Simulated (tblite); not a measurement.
C₆H₁₃N.
Numbering: `[CH3:1][CH2:2][NH:3][CH2:4][CH:5]1[CH2:6][CH2:7]1` (hydrogens: H8, H9, H10 on C1; H11, H12 on C2; H13 on N3; H14, H15 on C4; H16 on C5; H17, H18 on C6; H19, H20 on C7)

Computed with GFN2-xTB (tblite), gas phase: Langevin dynamics at 300 K from the optimised GFN2-xTB geometry, time step 0.5 fs, friction 0.01 fs⁻¹, 2000 steps.

Start geometry:
```
atom  x, y, z in Å
C1      3.179    0.355    0.559
C2      1.980   -0.579    0.478
N3      0.815    0.137   -0.004
C4     -0.388   -0.674   -0.047
C5     -1.556    0.165   -0.502
C6     -2.336    0.960    0.501
C7     -2.955   -0.238   -0.152
H8      3.012    1.128    1.306
H9      3.335    0.834   -0.404
H10     4.073   -0.201    0.828
H11     1.805   -1.048    1.465
H12     2.186   -1.385   -0.235
H13     0.649    0.951    0.582
H14    -0.211   -1.486   -0.762
H15    -0.619   -1.135    0.931
H16    -1.395    0.618   -1.472
H17    -2.060    0.879    1.542
H18    -2.691    1.941    0.224
H19    -3.092   -1.127    0.446
H20    -3.735   -0.084   -0.881
```

The statistics below take the 31 frames saved every 25 fs from 250 to 1000 fs; their kinetic temperature (all 3N coordinates) averages 272 K.

Task: How do the bond lengths spread?

Result: 
| bond | start (Å) | mean (Å) | standard deviation (Å) | shortest (Å) | longest (Å) |
| --- | --- | --- | --- | --- | --- |
| C1–C2 | 1.522 | 1.523 | 0.025 | 1.460 | 1.581 |
| C2–N3 | 1.450 | 1.461 | 0.025 | 1.401 | 1.515 |
| N3–C4 | 1.451 | 1.449 | 0.021 | 1.413 | 1.495 |
| C4–C5 | 1.509 | 1.516 | 0.031 | 1.445 | 1.585 |
| C5–C6 | 1.499 | 1.500 | 0.024 | 1.439 | 1.545 |
| C6–C7 | 1.499 | 1.501 | 0.030 | 1.450 | 1.577 |
| C5–C7 | 1.497 | 1.499 | 0.022 | 1.465 | 1.548 |
| C1–H8 | 1.088 | 1.092 | 0.024 | 1.045 | 1.130 |
| C1–H9 | 1.086 | 1.092 | 0.022 | 1.042 | 1.133 |
| C1–H10 | 1.087 | 1.089 | 0.024 | 1.023 | 1.156 |
| C2–H11 | 1.107 | 1.106 | 0.032 | 1.055 | 1.184 |
| C2–H12 | 1.095 | 1.099 | 0.021 | 1.060 | 1.138 |
| N3–H13 | 1.017 | 1.019 | 0.024 | 0.977 | 1.060 |
| C4–H14 | 1.096 | 1.107 | 0.032 | 1.044 | 1.169 |
| C4–H15 | 1.107 | 1.116 | 0.044 | 1.019 | 1.186 |
| C5–H16 | 1.082 | 1.081 | 0.023 | 1.030 | 1.127 |
| C6–H17 | 1.080 | 1.089 | 0.029 | 1.037 | 1.140 |
| C6–H18 | 1.079 | 1.080 | 0.019 | 1.026 | 1.115 |
| C7–H19 | 1.080 | 1.082 | 0.023 | 1.042 | 1.144 |
| C7–H20 | 1.079 | 1.084 | 0.027 | 1.025 | 1.143 |

Task: Give the same statistics for bond angles, one of each kind among heavy atoms.

Result: 
```
   angle  start (°)  mean (°)  standard deviation (°)  smallest (°)  largest (°)
C1–C2–N3      110.3     110.3                     2.5         106.5        116.6
C2–N3–C4      113.6     114.7                     3.6         106.9        121.5
N3–C4–C5      109.9     110.8                     3.3         104.5        118.0
C4–C5–C6      119.7     120.6                     4.1         110.6        127.3
C6–C5–C7       60.0      60.1                     1.6          57.4         63.5
C5–C6–C7       59.9      59.9                     1.3          57.6         62.5
```

Task: How widely does the potential energy scatter, against a harmonic estimate?

Result: Mean 0.63 eV above the start, standard deviation 0.125 eV, range 0.36 to 0.84 eV. For 54 classical harmonic modes at 300 K the canonical values are 54kT/2 = 0.70 eV and kT·√(54/2) = 0.134 eV.

The run is classical and short, so these are rough statistics of one trajectory.

The cost below is that of the whole dynamics run. Hardware: an AMD EPYC 9R45 with one thread, shared host with 96 logical CPUs at a one-minute load of 190. Cost: 6.6 s wall, 0.18 GiB resident at most.
